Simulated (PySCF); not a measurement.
## [TaO2Br2]− at several levels of theory

Computed with PySCF 2.14.0 (density fitting, no spin-orbit coupling) at the geometry relaxed with PBE:

```xyz
5
[TaO2Br2]− (singlet)
Ta    0.0000    0.0000    0.4552
O     0.9994    0.9994    1.5174
O    -0.9994   -0.9994    1.5174
Br    1.5146   -1.5146   -0.9509
Br   -1.5146    1.5146   -0.9509
```

| level | basis | state | HOMO (eV) | gap (eV) | charge on Ta1 (e) | dipole about the centre of mass (D) | largest force component (eV/Å) |
| --- | --- | --- | --- | --- | --- | --- | --- |
| PBE | Ta def2-SVP with ECP60, O def2-SVP, Br def2-SVP | singlet | -1.71 | 3.95 | 0.59 | 2.92 | 0.02 |
| TPSS | the same | singlet | -1.83 | 4.12 | 0.75 | 2.91 | 0.05 |
| HF | the same | singlet | -7.21 | 13.22 | 1.37 | 3.96 | 3.49 |
| PBE0 | the same | singlet | -3.34 | 6.24 | 0.81 | 3.14 | 1.21 |
| PBE | Ta def2-TZVP with ECP60, O def2-TZVP, Br def2-TZVP | singlet | -1.90 | 3.86 | 1.10 | 2.88 | 0.14 |
| PBE | Ta x2c-SVPall, O x2c-SVPall, Br x2c-SVPall | singlet | -1.82 | 3.80 | 0.39 | 3.13 | 0.71 |

Charges are Mulliken's, which hang on the basis. The relaxation used the grid (50, 194), these runs (75, 302) or, all-electron (x2c bases, spin-free X2C Hamiltonian), (99, 590).

Task: What does BP86 with Ta def2-SVP with ECP60, O def2-SVP, Br def2-SVP give here?

Result: state singlet, HOMO (eV) -1.83, gap (eV) 3.94, charge on Ta1 (e) 0.60, dipole about the centre of mass (D) 2.92, largest force component (eV/Å) 0.07. Time: 7.4 s on 2 threads of Arm Neoverse V1 (shared host), from an already converged density.

In the first row's basis the gap widens with exact exchange: 3.9 to 4.1 eV for BP86, PBE, TPSS (none); 6.2 eV for PBE0 (a fixed share); 13.2 eV for Hartree–Fock (rising or full at long range).
